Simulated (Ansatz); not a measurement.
Species: H2Te, SMILES `[TeH2]` with one electron removed (charge 1, multiplicity 2).

Q: Give a relaxed geometry from PBE0-D3(BJ)/def2-TZVP in Ansatz (an electronic-structure program).

A: the end point of this relaxation (outside a Z-matrix the atoms follow the SMILES, hydrogens last).
Z-matrix (Å, degrees):
```
Te
H 1 1.6664
H 1 1.6664 2 90.43
```
